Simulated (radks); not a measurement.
Valence configurations of Ne+ (all share [He]). Method: non-relativistic Kohn-Sham, PBEsol, spin-polarised, spherical densities, point nucleus; open shells are filled with parallel spins first; computed with a radial shooting solver on a logarithmic mesh with Libxc functionals. Energies are relative to 2s2 2p5; eigenvalues in eV for spin up.

[
 {"valence": "2s2 2p5", "E (eV)": "0.000", "moment (Bohr magnetons)": "1", "e(2p)": "-33.133", "e(2s)": "-56.190"},
 {"valence": "2s1.5 2p5.5", "E (eV)": "11.545", "moment (Bohr magnetons)": "1", "e(2p)": "-33.206", "e(2s)": "-56.370"},
 {"valence": "2s1 2p6", "E (eV)": "23.068", "moment (Bohr magnetons)": "1", "e(2p)": "-33.281", "e(2s)": "-56.552"}
]

NIST lists [He] 2s2 2p5 as the ground configuration; this level of theory agrees among the configurations tried. The energies are those of spherical high-spin densities, not of single terms.
